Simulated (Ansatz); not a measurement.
Relaxation of CH₄AlFO (8 atoms, charge 0, multiplicity 1), to a largest force component of 0.03 eV/Å in at most 50 steps.

These are results of RKS PBE0/def2-SVP (Ansatz), not measurements.

```xyz
8
Properties=species:S:1:pos:R:3
Al -0.001 -0.586 -0.102
F -1.245 -1.722 -0.496
O 1.347 -1.630 -0.160
H 0.841 -2.426 -0.396
C -0.205 1.298 0.244
H 0.567 1.667 0.937
H -1.193 1.530 0.669
H -0.110 1.868 -0.695
```

Problem. Where does it end, and by what steps?

Solution. The run converged. The force dipped under the threshold on the way, but the program's further checks kept it going. After 14 steps the energy has fallen by 0.361 eV; H4 moved furthest, 0.53 Å.

```json
{"step": "0", "energy less start (eV)": "0.0000", "largest force component (eV/Å)": "1.187", "accepted": "yes"}
{"step": "1", "energy less start (eV)": "-0.1421", "largest force component (eV/Å)": "0.825", "accepted": "yes"}
{"step": "2", "energy less start (eV)": "-0.2749", "largest force component (eV/Å)": "1.225", "accepted": "yes"}
{"step": "3", "energy less start (eV)": "-0.3212", "largest force component (eV/Å)": "1.084", "accepted": "yes"}
{"step": "4", "energy less start (eV)": "-0.3371", "largest force component (eV/Å)": "0.675", "accepted": "yes"}
{"step": "5", "energy less start (eV)": "-0.3530", "largest force component (eV/Å)": "0.192", "accepted": "yes"}
{"step": "6", "energy less start (eV)": "-0.3587", "largest force component (eV/Å)": "0.074", "accepted": "yes"}
{"step": "7", "energy less start (eV)": "-0.3591", "largest force component (eV/Å)": "0.052", "accepted": "yes"}
{"step": "8", "energy less start (eV)": "-0.3595", "largest force component (eV/Å)": "0.028", "accepted": "yes"}
{"step": "9", "energy less start (eV)": "-0.3598", "largest force component (eV/Å)": "0.033", "accepted": "yes"}
{"step": "10", "energy less start (eV)": "-0.3600", "largest force component (eV/Å)": "0.062", "accepted": "yes"}
{"step": "11", "energy less start (eV)": "-0.3603", "largest force component (eV/Å)": "0.048", "accepted": "yes"}
{"step": "12", "energy less start (eV)": "-0.3602", "largest force component (eV/Å)": "0.074", "accepted": "no"}
{"step": "13", "energy less start (eV)": "-0.3605", "largest force component (eV/Å)": "0.016", "accepted": "yes"}
{"step": "14", "energy less start (eV)": "-0.3607", "largest force component (eV/Å)": "0.023", "accepted": "yes"}
```

```xyz
8
Properties=species:S:1:pos:R:3
Al -0.174 -0.644 -0.190
F -1.537 -1.425 -0.755
O 1.242 -1.562 -0.008
H 1.327 -2.495 -0.207
C -0.205 1.240 0.231
H 0.736 1.561 0.703
H -1.038 1.486 0.909
H -0.350 1.840 -0.684
```

Run time: 40 s on 2 threads of Arm Neoverse N1, with other jobs on the host, peak memory 0.15 GiB.
